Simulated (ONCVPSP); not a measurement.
## Pseudopotential generation for C: ONCV, PBE, scalar-relativistic.

ONCVPSP 4.0.1 was run on this input:

```
# ATOM AND REFERENCE CONFIGURATION
# atsym  z   nc   nv     iexc    psfile
  C 6.00    1    2        4      upf
#
#   n    l    f
    1    0    2.00
    2    0    2.00
    2    1    2.00
#
# PSEUDOPOTENTIAL AND OPTIMIZATION
# lmax
    2
#
#   l,   rc,      ep,       ncon, nbas, qcut
    0    1.35    0.00    3    7    4.80
    1    3.10    0.00    5    9    4.00
    2    3.35    0.31    4    8    2.40
#
# LOCAL POTENTIAL
# lloc, lpopt,  rc(5),   dvloc0
    4    5    0.85    6.00
#
# VANDERBILT-KLEINMAN-BYLANDER PROJECTORs
# l, nproj, debl
    0    2    1.80
    1    2    3.90
    2    2    1.20
#
# MODEL CORE CHARGE
# icmod, fcfact, rcfact
    3    5.00    1.50
#
# LOG DERIVATIVE ANALYSIS
# epsh1, epsh2, depsh
   -2.00    5.00    0.02
#
# OUTPUT GRID
# rlmax, drl
    6.00    0.01
#
# TEST CONFIGURATIONS
# ncnf
    4
# nvcnf
#   n    l    f
    2
    2    0    2.00
    2    1    1.00
#
    2
    2    0    2.00
    2    1    0.00
#
    2
    2    0    1.00
    2    1    0.00
#
    2
    2    0    0.00
    2    1    4.00
#
```

Command:

```bash
oncvpsp.x < C.dat > C.out
```

The program printed (shortened: citation, most of the input echo, consistency checks and plot data are left out):

```
ONCVPSP  (Optimized Norm-Conservinng Vanderbilt PSeudopotential)
scalar-relativistic version 4.0.1

#   n    l    f        energy (Ha)
    1    0    2.00    -1.0046540E+01
    2    0    2.00    -5.0533470E-01
    2    1    2.00    -1.9423794E-01

Reference configufation results
  iterations    25
  all-electron total energy (Ha)   -3.77648101D+01

Begin loop to  construct optimized pseudo wave functions
and semi-local pseudopoentials for all angular momenta

   Wellstate for l =  0  n =  4
     eigenvalue =   1.2947
     asymptotic potential =   1.7947
     half-point radius =  4.4335

Calculating optimized projector #   1

 for l=   0

    Fraction of norm inside rc  0.435992
    Optimizing pswf for qcut=   4.80 a_B^-1,  ecut=  11.52 Ha
    Residual kinetic energy error=  1.22D-03 Ha

    Energy error per electron        Cutoff
         Ha          eV             Ha
         0.01000     0.27211        6.12
         0.00100     0.02721       12.19
         0.00010     0.00272       70.24
         0.00001     0.00027      118.73

Calculating optimized projector #   2

 for l=   0

    Fraction of norm inside rc  0.082677
    Optimizing pswf for qcut=   4.80 a_B^-1,  ecut=  11.52 Ha
    Residual kinetic energy error=  1.30D-03 Ha

    Energy error per electron        Cutoff
         Ha          eV             Ha
         0.01000     0.27211        5.59
         0.00100     0.02721       12.06
         0.00010     0.00272       27.97
         0.00001     0.00027       74.43

   Wellstate for l =  1  n =  7
     eigenvalue =   3.7058
     asymptotic potential =   4.2058
     half-point radius =  5.6903

Calculating optimized projector #   1

 for l=   1

    Fraction of norm inside rc  0.896983
    Optimizing pswf for qcut=   4.00 a_B^-1,  ecut=   8.02 Ha
    Residual kinetic energy error=  8.83D-05 Ha

    Energy error per electron        Cutoff
         Ha          eV             Ha
         0.01000     0.27211        5.11
         0.00100     0.02721        6.62
         0.00010     0.00272        7.94
         0.00001     0.00027       24.24

Calculating optimized projector #   2

 for l=   1

    Fraction of norm inside rc  0.184794
    Optimizing pswf for qcut=   4.00 a_B^-1,  ecut=   8.02 Ha
    Residual kinetic energy error=  2.17D-02 Ha

    Energy error per electron        Cutoff
         Ha          eV             Ha
         0.01000     0.27211        9.86
         0.00100     0.02721       30.73
         0.00010     0.00272       35.77
         0.00001     0.00027       39.36

   Wellstate for l =  2  n =  3
     eigenvalue =   0.3100
     asymptotic potential =   0.8100
     half-point radius =  5.3329

   Wellstate for l =  2  n =  5
     eigenvalue =   1.5100
     asymptotic potential =   2.0100
     half-point radius =  5.7263

Calculating optimized projector #   1

 for l=   2

    Fraction of norm inside rc  0.393210
    Optimizing pswf for qcut=   2.40 a_B^-1,  ecut=   2.87 Ha
    Residual kinetic energy error=  1.36D-03 Ha

    Energy error per electron        Cutoff
         Ha          eV             Ha
         0.01000     0.27211        1.42
         0.00100     0.02721        3.07
         0.00010     0.00272       12.45
         0.00001     0.00027       20.35

Calculating optimized projector #   2

 for l=   2

    Fraction of norm inside rc  0.298789
    Optimizing pswf for qcut=   2.40 a_B^-1,  ecut=   2.87 Ha
    Residual kinetic energy error=  7.14D-02 Ha

    Energy error per electron        Cutoff
         Ha          eV             Ha
         0.01000     0.27211        4.03
         0.00100     0.02721       10.03
         0.00010     0.00272       24.73
         0.00001     0.00027       28.04

Construct Vanderbilt / Kleinmman-Bylander projectors

B matrix Hermiticity error, ll=   0
   1   2   -6.1990E-05

  Orthonormal projector coefficients  3.9484E+00  1.6258E+00

B matrix Hermiticity error, ll=   1
   1   2    4.9782E-05

  Orthonormal projector coefficients -1.7626E+00 -7.5196E-01

B matrix Hermiticity error, ll=   2
   1   2   -8.2183E-06

  Orthonormal projector coefficients -1.8283E+01 -1.0096E+00

Model core correction analysis
  based on d2Exc/dn_idn_j

d2excae - all-electron derivatives

   -5.038905D-02   -4.242127D-02
   -4.242534D-02   -3.933224D-02

d2excps - pseudofunction derivatives with no core correction

   -5.116852D-02   -4.248444D-02
   -4.248603D-02   -4.017758D-02

rms 2nd derivative error    5.765943E-04

rmatch, rhocmatch    0.5924    1.9661

Teter function model core charge with specified parameters

d2excps - pseudofunction derivatives with core correction

   -4.813193D-02   -4.218716D-02
   -4.218837D-02   -4.060023D-02

rms 2nd derivative error    1.305123E-03

Pseudoatom total energy   -5.255642

Diagnostic tests using Vanderbilt-Kleinman-Bylander pseudopotentials
  1 or more projectors used as specified by nproj input data

   l    rcore       rmatch      e in        delta e   norm test  slope test

   0   1.3524621   1.3935258  -0.5053347   0.0000673   1.0000593   1.0005641
   0   1.3524621   1.3935258   1.2946653   0.0000493   1.0001620   1.0001620

   1   3.1063074   3.2006216  -0.1942379  -0.0000001   0.9999391   0.9999405
   1   3.1063074   3.2006216   3.7057621   0.0000086   1.0000395   1.0000395

   2   3.3575167   3.4594582   0.3100000   0.0000009   0.9999985   0.9999985
   2   3.3575167   3.4594582   1.5100000   0.0000081   0.9999878   0.9999878

 Testing for bound ghosts
   n   l    E NL Schr. Eq   E Basis Diag.   E Cutoff

   1   0       -0.505267       -0.494040    102.20

   2   1       -0.194238       -0.194119     41.00

       2                      -12.380713     30.40  WARNING - GHOST(-)

 Testing for highly-localized positive-energy ghosts
       l    <radius>/rc     E Basis Diag.   E Cutoff

Test configuration 0

   n   l     f        eae           eps        diff
   1   0  2.0000  -10.04653975
   2   0  2.0000   -0.50533470   -0.50526735    6.73D-05
   2   1  2.0000   -0.19423794   -0.19423801   -7.96D-08

    Total energies and differences
      AE_ref= -3.77648101D+01  AE_tst= -3.77648101D+01  dif=  0.00D+00
      PS_ref= -5.25564231D+00  PS_tst= -5.25564231D+00  dif=  8.88D-16
      PSP excitation error= -8.88D-16

Test configuration 1

   n   l     f        eae           eps        diff
   1   0  2.0000  -10.59828850
   2   0  2.0000   -0.94660504   -0.93860053    8.00D-03
   2   1  1.0000   -0.62491307   -0.60537336    1.95D-02

    Total energies and differences
      AE_ref= -3.77648101D+01  AE_tst= -3.73656641D+01  dif=  3.99D-01
      PS_ref= -5.25564231D+00  PS_tst= -4.86365943D+00  dif=  3.92D-01
      PSP excitation error=  7.16D-03

Test configuration 2

   n   l     f        eae           eps        diff
   1   0  2.0000  -11.33875003
   2   0  2.0000   -1.48389780   -1.44144509    4.25D-02

    Total energies and differences
      AE_ref= -3.77648101D+01  AE_tst= -3.64779494D+01  dif=  1.29D+00
      PS_ref= -5.25564231D+00  PS_tst= -4.02278572D+00  dif=  1.23D+00
      PSP excitation error=  5.40D-02

Test configuration 3

   n   l     f        eae           eps        diff
   1   0  2.0000  -12.19649715
   2   0  1.0000   -2.06185373   -2.01153893    5.03D-02

    Total energies and differences
      AE_ref= -3.77648101D+01  AE_tst= -3.47068548D+01  dif=  3.06D+00
      PS_ref= -5.25564231D+00  PS_tst= -2.29830934D+00  dif=  2.96D+00
      PSP excitation error=  1.01D-01

Test configuration 4

   n   l     f        eae           eps        diff
   1   0  2.0000  -10.11432822
   2   1  4.0000   -0.22387395   -0.23448260   -1.06D-02

    Total energies and differences
      AE_ref= -3.77648101D+01  AE_tst= -3.71409851D+01  dif=  6.24D-01
      PS_ref= -5.25564231D+00  PS_tst= -4.62231780D+00  dif=  6.33D-01
      PSP excitation error= -9.50D-03
```

Note: ghosts flagged at negative energy: d at -336.9 eV; no localised positive-energy state flagged. A true bound ghost makes a file unfit for plane-wave use.

The run took about 2.7 s on one core of a shared server CPU.
